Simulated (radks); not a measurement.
Initial-state core-level shifts of the neodymium ion Nd+ when its valence configuration changes from [Xe] 4f4 6s1. Calculated with a radial shooting solver on a logarithmic mesh with Libxc functionals: scalar-relativistic Kohn-Sham, PBEsol, spin-polarised, spherical densities, finite nucleus; open shells are filled with parallel spins first (spin-orbit coupling, left out, can overturn this in heavy ions); Fermi nuclear charge, rms radius 4.9123 fm. Shifts are changes of the shell-averaged eigenvalues in eV (positive: less bound); the change of the density at the nucleus, which sets a Mossbauer isomer shift, is in e/bohr^3, on a base of 4.717e+05.

| valence | 1s | 4s | 4d | 5p | density at nucleus |
|---|---|---|---|---|---|
| 4f3.5 5d0.5 6s1 | -3.018 | -3.510 | -3.278 | -1.336 | +11.90 |
| 4f2 5d2 6s1 | -13.722 | -15.809 | -14.633 | -5.428 | +55.22 |
| 4f3.5 6s1.5 | -4.120 | -4.617 | -4.403 | -2.426 | +25.94 |
| 4f3.5 6s1 6p0.5 | -4.621 | -5.121 | -4.905 | -2.892 | +13.76 |
| 4f3 6s2 | -8.743 | -9.776 | -9.293 | -4.957 | +57.23 |
| 4f3 5d1 6s1 | -6.346 | -7.359 | -6.852 | -2.703 | +25.23 |
| 4f2 6s1 6p2 | -21.054 | -23.187 | -22.016 | -11.953 | +69.15 |
| 4f3 6s1 6p1 | -9.728 | -10.766 | -10.279 | -5.871 | +30.23 |
| 4f1.5 5d0.5 6s1 6p2 | -25.249 | -27.908 | -26.340 | -13.419 | +86.41 |
